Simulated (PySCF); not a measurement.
Distorted geometries of Gd2N2

Gd2N2 (singlet in the valence; each metal's 4f electrons, 7 of them, lie in its core potential, out of spins and levels). PySCF 2.14.0, RKS BP86, Gd lcecp-1-SVP with ECP53, N def2-SVP; non-relativistic Hamiltonian with scalar-relativistic core potentials where named; density fitting; no spin-orbit coupling. Relaxed geometry:

```xyz
4

Gd    0.0000    0.0000    1.5411
Gd    0.0000    0.0000   -1.5411
N     1.3868    0.0000    0.0000
N    -1.3868    0.0000    0.0000
```

Question: Order these distorted geometries by energy above the relaxed one, lowest first.
A.
```xyz
4

Gd    0.0287    0.2465    1.5451
Gd   -0.0259   -0.1111   -1.6036
N     1.5385    0.0424    0.2030
N    -1.5413   -0.1778   -0.1445
```
B.
```xyz
4

Gd   -0.0133    0.0117    1.5432
Gd    0.0161   -0.0121   -1.5304
N     1.3922    0.0131   -0.0151
N    -1.3950   -0.0127    0.0024
```
C.
```xyz
4

Gd   -0.0660    0.0126    1.4930
Gd    0.0198   -0.0387   -1.5193
N     1.3324   -0.0477    0.0108
N    -1.2862    0.0738    0.0156
```

Answer: B (0.01 eV), C (0.33 eV), A (0.84 eV).

Question: Which forces (eV/Å) act in the one that lies 0.33 eV up?

Answer: 
```
Gd   1.44  0.01  3.51
Gd   0.35  0.00 -1.68
N    1.45 -0.12 -0.19
N   -3.24  0.12 -1.64
```
Forces carry noise of the integration grid, about 0.01 to 0.03 eV/Å.

An lcecp potential fixes the number of 4f electrons, so in runs with it no electron can move into or out of that shell.
